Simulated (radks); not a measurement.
Task: All-electron atom: Gd59+ in [He] 2s2 2p1. Calculated with a radial shooting solver on a logarithmic mesh with Libxc functionals: Dirac Kohn-Sham, relativistic LDA (MacDonald-Vosko exchange, VWN5 correlation), spin-unpolarised, spherical densities, finite nucleus; open shells fill j = l - 1/2 first; Fermi nuclear charge, rms radius 5.1569 fm. Some entries of the table are withheld. Estimate them.

orbital,occ.,eigenvalue (eV),r(max) (bohr),<r> (bohr)
1s1/2,2,-55984.75,0.01396,0.02192
2s1/2,2,-13542.55,0.07726,(1)
2p1/2,1,(2),0.05777,0.07355
2p3/2,0,(3),0.06319,0.07971
3s1/2,0,-5793.808,0.1997,(4)
3p1/2,0,(5),0.1839,(6)
3p3/2,0,(7),0.1931,(8)

Result: 
(1) 2s1/2 <r> (bohr): 0.08894
(2) 2p1/2 eigenvalue (eV): -13355.39
(3) 2p3/2 eigenvalue (eV): -12579.21
(4) 3s1/2 <r> (bohr): 0.2073
(5) 3p1/2 eigenvalue (eV): -5733.357
(6) 3p1/2 <r> (bohr): 0.1927
(7) 3p3/2 eigenvalue (eV): -5508.696
(8) 3p3/2 <r> (bohr): 0.2015
